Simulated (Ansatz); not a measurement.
Species: CHF$_{3}$S, SMILES `FC(F)(F)S` (charge 0, multiplicity 1), formula CHF3S.

**Question.** How many basis functions does frozen-core CCSD(T)/cc-pVTZ // CAM-B3LYP-D3(BJ)/def2-TZVP (Ansatz, a program for electronic structure) use, how many core orbitals are frozen, and how many electrons are correlated?

**Answer.** 168 basis functions and 9 frozen orbitals, which leaves 32 correlated electrons. Core time is of the order of minutes.
